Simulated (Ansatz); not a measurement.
Computed with Ansatz on PBE0-D4/def2-TZVP structures; ΔE is electronic, products minus reactants. CCSD(T)/CBS is the MP2 limit (def2-TZVPP, def2-QZVPP) plus CCSD(T) − MP2 in def2-TZVPP, frozen cores. This one scheme is used for every species. DFT in def2-TZVPP. B3LYP here is the variant with VWN-RPA as its local correlation; programs differ in this. One conformer a species, not always the lowest.

Consider the ligand exchange at a B–S bond: `CCBSC` + `[SiH3]S` → `CCBS[SiH3]` + CH₃SH.

```tsv
level	ΔE (kcal/mol)	difference from CCSD(T)/CBS
PBE-D4	2.9	0.7
ωB97X-V	2.4	0.2
ωB97M-V	2.5	0.3
B2PLYP	2.3	0.1
r2SCAN	2.9	0.7
PBE0	2.4	0.2
B3LYP	2.4	0.2
HF/def2-TZVPP	1.1	-1.1
MP2/def2-TZVPP	2.0	-0.2
SCS-MP2/def2-TZVPP	1.8	-0.4
CCSD/def2-TZVPP	2.1	-0.1
HF/def2-QZVPP	1.1	-1.1
MP2/def2-QZVPP	2.0	-0.2
SCS-MP2/def2-QZVPP	1.8	-0.4
HF/CBS(def2)	1.1	-1.1
CCSD/CBS(def2)	2.0	-0.2
CCSD(T)/CBS	2.2	0
```

Largest T1 diagnostic among the species: 0.012.

In def2-TZVPP, CCSD(T) changes the Hartree–Fock value by +1.1 kcal/mol (the triples alone add +0.1 kcal/mol) and MP2 by +1.0 kcal/mol.
